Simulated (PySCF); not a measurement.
**Static response to an electric field**

Species: Ge(CN)H3, CH3GeN.
Geometry (PBE0-D3(BJ)/def2-SVP, Å), atoms numbered from 1 in this order:
```
atom  x, y, z in Å
Ge1   -0.0054    0.0044   -0.6109
C2     0.0120   -0.0103    1.3141
N3     0.0219   -0.0177    2.4733
H4     1.4540    0.0173   -1.0724
H5    -0.7494    1.2708   -1.0419
H6    -0.7330   -1.2644   -1.0622
```

Level: CAM-B3LYP/def2-SVPD (PySCF), static field, nuclei fixed, core orbitals frozen in the response. The polarisability tensor in these axes (au):

```
x   39.98  0.00  0.15
y    0.00 39.98 -0.12
z    0.15 -0.12 57.04
```

**Question.** Diagonalise the tensor; give its mean and Δα, where Δα² is half the sum of the squared differences of the eigenvalues.

**Answer.** Principal values 39.98, 39.98 and 57.04 au; mean 45.67 au = 6.77 Å³ = 7.53 × 10⁻⁴⁰ C²·m²/J; Δα = 17.07 au (37 % of the mean).

**Question.** What is the dipole moment, and where does it point?

**Answer.** (-0.04, 0.03, -3.99) D, 3.99 D in size, pointing from the negative to the positive side. Measured along this direction, the outermost atoms are N3 at the negative end and H4, H6 and H5 at the positive end.

**Question.** Find the Langevin capture rate constant for NO+ (29.998 u) meeting this molecule (102.948 u), k = 2.342 × 10⁻⁹ cm³/s × √(α in Å³ / reduced mass in u).

**Answer.** The reduced mass is 23.23 u, so k = 1.26 × 10⁻⁹ cm³/s. The formula leaves out the permanent dipole, which adds to the capture rate.

**Question.** In a dilute gas of rigid molecules at 400 K, how does the orientational term μ²/3kT compare with the electronic polarisability?

**Answer.** In Gaussian units μ²/3kT = 95.99 Å³ against 6.77 Å³, a ratio of 14.18; the Debye molar polarisation (4π/3)N_A(α + μ²/3kT) is 259.2 cm³/mol, leaving out the vibrational part.

**Question.** What depolarisation ratio follows for Rayleigh scattering of linearly polarised light, taking the static tensor?

**Answer.** ρ = 3Δα²/(45ᾱ² + 4Δα²) = 873.7/(93843 + 1164.9) = 0.0092.

**Question.** Give the eigenvalues of the traceless quadrupole moment Θ = ½Σq(3rr − r²1), origin at the centre of nuclear charge.

**Answer.** -9.36, 4.68, 4.68 D·Å. The values depend on the origin, since the dipole doesn't vanish. The electronic extent ⟨r²⟩ about the same centre is 341 bohr², a root-mean-square distance of 1.41 Å for the 48 electrons.

Geometry: PBE0-D3(BJ)/def2-SVP; no solvent, vibrations or thermal averaging. The calculation is non-relativistic, for germanium too.
